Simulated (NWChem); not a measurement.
Species: C2H6FLa; SMILES [CH3][La]([CH3])[F]

Results from NWChem. Geometry: optimised at PBE0/def2-SVP. Not confirmed as a minimum by frequencies. def2 effective core potentials on La; no spin-orbit coupling. Ions are spin-unrestricted doublets at the neutral geometry; other ion states weren't tried.

For level PBE0/def2-SVP:

| Item | Result |
|---|---|
| vertical ionisation energy, ΔSCF (eV) | 8.10 |
| −ε(HOMO) (eV) | 6.15 |

Task: What are these values for level PBE/def2-SVP?

Result: vertical ionisation energy, ΔSCF (eV): 7.82
−ε(HOMO) (eV): 4.94
